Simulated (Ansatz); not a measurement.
Job for Ansatz (an electronic-structure program): R-B3LYP/def2-TZVPPD on ClH6NSi (a complex), monomers drawn apart or pushed together. Files ending in .json are basis or fitting sets from the Basis Set Exchange.

Ansatz 0.2 input:
```yaml
crystal:
  periodic: [false, false, false]
  atoms:
    - {symbol: N, position_ang: [-0.09383993, -0.07481457, 0.31169613]}
    - {symbol: H, position_ang: [-0.30930572, 0.89874724, 0.49350779]}
    - {symbol: H, position_ang: [0.52874894, -0.11157917, -0.48725244]}
    - {symbol: H, position_ang: [-0.96141658, -0.52830540, 0.04871559]}
    - {symbol: Si, position_ang: [0.37750861, -1.09965256, 3.66119462]}
    - {symbol: Cl, position_ang: [-1.37715809, 0.00204343, 3.82241871]}
    - {symbol: H, position_ang: [0.65982945, -1.57449252, 5.03570838]}
    - {symbol: H, position_ang: [1.48152467, -0.23370615, 3.21842511]}
    - {symbol: H, position_ang: [0.16588770, -2.26433952, 2.78736029]}
basis:
  gaussian:
    orbitals: def2-TZVPPD.json
hamiltonian:
  xc: {name: B3LYP}
scf: {lower_state_search: off}
```

### Question
What total energy does the run end on?

### Answer
-808.1913 hartree.

### Question
How many basis functions does it have, and what does it roughly cost on one machine?

### Answer
238 functions; very roughly 5 core-seconds.
